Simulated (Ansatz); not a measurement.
Reaction (ligand exchange at a Zr–S bond): `[SH][Zr]([SH])([SH])[Cl]` + HCl → `[SH][Zr]([SH])([Cl])[Cl]` + H₂S

Calculated with Ansatz (gas phase, PBE0-D4/def2-TZVP geometries, no zero-point term in ΔE). CBS: MP2 limit from def2 TZ/QZ plus the TZ coupled-cluster correction, frozen cores. This one scheme is used for every species. Functionals use def2-TZVPP. def2 core potentials past Kr. For Zr outer-core shells are correlated without core-valence functions, which leaves a few kJ/mol of doubt a bond. One conformer a species, not always the lowest.

(1) Is it downhill or uphill in electronic energy at CCSD(T)/CBS, and by how much? (Best estimate.)

(2) What do these levels give: r2SCAN-D4, CAM-B3LYP-D4, revPBE, CAM-B3LYP, RPA@PBE/def2-TZVPP, HF/def2-SVP, CCSD(T)/def2-SVP, HF/def2-TZVPP, CCSD/def2-TZVPP, HF/def2-QZVPP, MP2/def2-QZVPP, HF/CBS(def2)? (Best estimate.)

(3) What do rigid-rotor, harmonic-oscillator terms from PBE0-D4/def2-TZVP frequencies (298.15 K, 1 bar) make of the CCSD(T)/CBS value? (Estimate.)

Largest T1 diagnostic among the species: 0.018.

## Answers

(1) The calculation gave: Downhill: ΔE = -0.67 eV.

(2) The calculation gave: r2SCAN-D4 -0.69, CAM-B3LYP-D4 -0.74, revPBE -0.67, CAM-B3LYP -0.76, RPA@PBE/def2-TZVPP -0.65, HF/def2-SVP -0.90, CCSD(T)/def2-SVP -0.74, HF/def2-TZVPP -0.84, CCSD/def2-TZVPP -0.69, HF/def2-QZVPP -0.85, MP2/def2-QZVPP -0.65, HF/CBS(def2) -0.85 eV.

(3) The calculation gave: ΔZPE = +0.02 eV, ΔH = -0.66 eV, ΔS = 7 J/(mol·K), ΔG = -0.68 eV.

In def2-TZVPP, CCSD(T) changes the Hartree–Fock value by +0.19 eV (the triples alone add +0.03 eV) and MP2 by +0.20 eV. The D4 term adds +0.04 eV with B3LYP and +0.02 eV with PBE0; it sums over pairs of atoms, weighted by their polarisabilities, and B3LYP, whose exchange is more repulsive, gets the larger term. From BLYP to BHLYP (50 % exact exchange), in def2-TZVPP and without D4, ΔE moves by −0.05 eV.

B3LYP here is the variant with VWN-RPA as its local correlation; programs differ in this.
